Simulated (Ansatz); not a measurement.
Basis sets compared for GeCl4. Charge 0, multiplicity 1. Geometry PBE-D4/def2-SVP. Ansatz on 2 threads of Arm Neoverse V1 on a shared host; times are rough, and most runs start from earlier orbitals.

```xyz
5

Ge    0.000    0.000    0.000
Cl   -0.430    1.694    1.248
Cl   -1.665   -1.355    0.035
Cl    1.753   -1.001    0.731
Cl    0.341    0.663   -2.013
```

The 6-31G sets use Cartesian d functions. B3LYP takes the VWN-RPA correlation.

Binding counts from free atoms (Ge triplet, Cl doublet) in the same basis, without a counterpoise term.

```tsv
level	functions	energy (Eh)	HOMO (eV)	LUMO (eV)	binding per atom (eV)	wall time
HF/6-31G	81	-3913.0177	-13.67	0.06	1.40	1 s
HF/def2-TZVP	196	-3913.6014	-13.09	1.37	2.03	4.8 s
PBE-D4/def2-SVP	104	-3916.0774	-8.00	-3.36	2.98	1.6 s
PBE-D4/def2-TZVP (with forces)	196	-3916.9836	-8.21	-3.59	2.98	3.6 s
PBE-D4/def2-TZVPD	238	-3916.9865	-8.27	-3.69	2.98	5 s
r2SCAN-D4/def2-TZVP (with forces)	196	-3917.9139	-8.62	-3.41	2.96	9 s
r2SCAN-D4/def2-TZVPD	238	-3917.9161	-8.64	-3.47	2.96	12 s
B3LYP-D4/6-31G	81	-3917.5720	-9.73	-3.75	2.34	2.3 s
B3LYP-D4/def2-TZVP	196	-3918.1486	-9.37	-2.95	2.81	6 s
PBE0-D4/def2-SVP	104	-3916.2821	-9.54	-2.48	2.90	2.6 s
PBE0-D4/def2-TZVP	196	-3917.1816	-9.68	-2.65	2.92	6 s
PBE0-D4/def2-TZVPD	238	-3917.1840	-9.71	-2.74	2.92	10 s
```

(1) Estimate the rows for PBE0-D4/def2-QZVPP.

## Answers

(1) 
```tsv
level	functions	energy (Eh)	HOMO (eV)	LUMO (eV)	binding per atom (eV)	wall time
PBE0-D4/def2-QZVPP	369	-3917.2797	-9.70	-2.71	2.91	22 s
```
